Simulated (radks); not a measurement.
The nitrogen ion N2+, configuration [He] 2s2 5s1 (not the ground configuration).

All-electron calculation, non-relativistic Kohn-Sham, PBE, spin-polarised, spherical densities, point nucleus; open shells are filled with parallel spins first. Program: a radial shooting solver on a logarithmic mesh with Libxc functionals.

Energy parts (Ry):
| part | energy |
|---|---|
| total | -102.73912 |
| kinetic | 102.55843 |
| electron-nucleus | -224.86582 |
| Hartree | 30.06044 |
| exchange-correlation | -10.49218 |

Orbitals (lengths in bohr, moments of r in powers of bohr; r(90%) holds 90 % of the orbital's charge):
orbital,occ.,eigenvalue (Ry),r(90%)
1s up,1,-32.84255,0.410
1s down,1,-32.84027,0.410
2s up,1,-4.74607,1.71
2s down,1,-4.74042,1.71
5s up,1,-0.41663,13.3

The highest occupied level is 5s up at -5.669 eV. Summed over all electrons, <r^2> = 108.6 bohr^2, which gives a Langevin (diamagnetic) susceptibility term of -86 x 10^-6 cm^3/mol. The electron density at the nucleus is 212.6 e/bohr^3. Virial ratio -V/T = 2.00176. Spin moment in Bohr magnetons: 1. The density falls to 0.001 e/bohr^3 at r = 2.53 bohr. The spin density at the nucleus is 0.2279 e/bohr^3 (1s 0.0043, 2s -0.0018, 5s 0.2253), a Fermi contact field of 11.9 T.
